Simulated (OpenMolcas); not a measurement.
# How methods differ on CH6ClNSi (SMILES C[SiH](N)Cl)

CH6ClNSi has 10 atoms, charge 0, and is taken as a singlet. SMILES: `C[SiH](N)Cl`. Geometry: relaxed at PBE0-D4/def2-TZVP. This is one conformer, not always the lowest.

Each level gives the vertical ionisation energy (to the doublet cation) (eV). The values are calculated.

| level | kind | program | value (eV) |
| --- | --- | --- | --- |
| SVWN5/6-31G* (spherical functions) | LDA | OpenMolcas | 9.74 |
| PBE/6-31G* (spherical functions) | GGA | OpenMolcas | 9.60 |
| revPBE/6-31G* (spherical functions) | GGA | OpenMolcas | 9.56 |
| M06-L/6-31G* (spherical functions) | meta-GGA | OpenMolcas | 9.87 |
| TPSS/6-31G* (spherical functions) | meta-GGA | OpenMolcas | 9.65 |
| B3LYP/6-31G* (spherical functions) | global hybrid | OpenMolcas | 9.93 |
| M06-2X/6-31G* (spherical functions) | hybrid meta-GGA | OpenMolcas | 10.30 |
| PBE0/6-31G* (spherical functions) | global hybrid | OpenMolcas | 9.97 |

The values span 9.56 to 10.30 eV.
